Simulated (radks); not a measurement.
Numerical settings for neutral iodine, [Kr] 4d10 5s2 5p5. All-electron calculation, scalar-relativistic Kohn-Sham, PBE, spin-polarised, spherical densities, finite nucleus; open shells are filled with parallel spins first (spin-orbit coupling, left out, can overturn this in heavy ions); Fermi nuclear charge, rms radius 4.75 fm. Program: a radial shooting solver on a logarithmic mesh with Libxc functionals. The defaults (mesh step 0.008 in ln r, mesh end at 40 bohr or more with all orbitals vanishing there, Anderson mixing 0.5 over 9 steps, residual threshold near 1e-9 with the energy settled to 1e-9 hartree or 1e-11 of itself, here a cap of 95 iterations) give E = -7116.1692 hartree and 5p at -6.749 eV in 15 iterations. Run on one thread of a shared host, so times are rough (Arm Neoverse V2): 0.2 s of CPU time, 0.2 s wall, 15 iterations on 2437 mesh points. Changes against that run (0 stands for a change within the tolerance of the run):

| setting | iterations | converged | E (mhartree) | e(5p) (meV) | CPU (s) |
|---|---|---|---|---|---|
| mesh step in ln r 0.12 | 2 | no | diverged | - | 0.01 |
| mesh step in ln r 0.05 | 13 | yes | +0.0851 | 0 | 0.04 |
| mesh step in ln r 0.08 | 5 | no | diverged | - | 0.04 |
| mesh end (bohr) 12 | 15 | yes | +0.00448 | +0.482 | 0.19 |
| mesh end (bohr) 8 | 15 | yes | +1.43 | +72.4 | 0.19 |
| residual threshold 0.001 | 9 | yes | 0 | +0.024 | 0.14 |
| residual threshold 1e-13 | 50 | yes | 0 | 0 | 0.38 |
| mixing 0.2 | 17 | yes | 0 | 0 | 0.23 |
| linear mixing, mixing 0.8 | 82 | no | diverged | - | 0.77 |
| linear mixing, mixing 0.05 | 95 | no | +0.705 | -30.8 | 1.2 |
| mixing history 20 | 17 | yes | 0 | 0 | 0.22 |
| iteration cap 3 | 3 | no | +2.75 | +558 | 0.06 |

Settings that end as converged yet miss the energy by more than 1 mhartree: mesh end (bohr) 8 (+0.00143 hartree). A mesh that ends early acts as a hard wall.
